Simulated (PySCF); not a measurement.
CuCl, SMILES [Cu][Cl], multiplicity 1. Geometry: PBE-D3(BJ)/def2-TZVPD. The spin state was assumed, not searched.

Level of theory: PBE-D3(BJ)/def2-TZVPD (PySCF).

Harmonic wavenumbers (cm⁻¹): 400. Rotational constants (GHz): 5.197 (linear); symmetry number 1.

Question: Work out the zero-point energy and the ideal-gas rigid-rotor harmonic-oscillator thermochemistry at 298.15 K and 1 atm.

Answer: ZPE = ½ Σ hcν = ½ × 400 cm⁻¹ = 0.57 kcal/mol. H − E(el) = 2.84 kcal/mol. Entropy in cal/(mol K): translation 39.69, rotation 16.07, vibration 0.96, total 56.72. G − E(el) = -14.07 kcal/mol. Cp = 8.43 cal/(mol K).
